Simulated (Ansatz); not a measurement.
`C[O][Ga]([OH])[SH]` + `[SiH3][O][Sn][Cl]` → `C[O][Ga]([SH])[O][SiH3]` + `[OH][Sn][Cl]`  (redistribution)

Isolated molecules relaxed with PBE0-D4/def2-TZVP in Ansatz; ΔE leaves out vibrations. CCSD(T)/CBS is the MP2 limit (def2-TZVPP, def2-QZVPP) plus CCSD(T) − MP2 in def2-TZVPP, frozen cores. Functionals use def2-TZVPP. B3LYP here is the variant with VWN-RPA as its local correlation; programs differ in this. def2 core potentials past Kr. For Ga, Sn outer-core shells are correlated without core-valence functions, which leaves a few kJ/mol of doubt a bond. Scalar relativity is left out up to krypton. One conformer a species, not always the lowest.

`C[O][Ga]([OH])[SH]`:

Z-matrix (Å, degrees):
```
C
O 1 1.407
H 1 1.095 2 109.5
H 1 1.095 2 110.1 3 118.8
H 1 1.098 2 113.4 3 -120.3
Ga 2 1.774 1 123.3 3 128.0
S 6 2.185 2 122.0 1 -0.8
O 6 1.775 2 117.6 1 179.5
H 7 1.344 6 91.6 2 -179.1
H 8 0.961 6 112.6 2 -0.0
```

`[SiH3][O][Sn][Cl]`:

Z-matrix (Å, degrees):
```
Si
O 1 1.642
H 1 1.487 2 111.1
H 1 1.487 2 108.3 3 119.4
H 1 1.487 2 111.0 3 -121.2
Sn 2 1.963 1 140.0 3 60.1
Cl 6 2.379 2 96.9 1 0.1
```

`C[O][Ga]([SH])[O][SiH3]`:

```xyz
13

C    -1.407    1.017    0.861
O    -1.738   -0.069    0.027
Ga   -0.527   -1.057   -0.811
S    -1.153   -2.732   -2.043
O     1.197   -0.678   -0.670
Si    2.262    0.286    0.099
H    -2.268    1.689    0.910
H    -1.177    0.683    1.879
H    -0.552    1.597    0.493
H    -2.449   -2.503   -1.766
H     2.045    0.257    1.573
H     2.128    1.697   -0.358
H     3.639   -0.187   -0.193
```

`[OH][Sn][Cl]`:

Cartesian coordinates in Å:
```
O -0.595 -0.575 0.563
Sn -0.048 0.570 -0.948
Cl 2.145 0.900 -0.138
H -1.501 -0.894 0.523
```

```csv
level,ΔE (kJ/mol)
B3LYP-D4,12.9
ωB97X-V,12.6
SCS-MP2/def2-TZVPP,13.9
HF/def2-QZVPP,10.6
```

(1) What does CCSD(T)/CBS give? (Estimate.)

Largest T1 diagnostic among the species: 0.017.

Results:

(1) The calculation gave: +13.3 kJ/mol. The listed levels differ from it by -0.4, -0.7, 0.6, -2.7 kJ/mol.
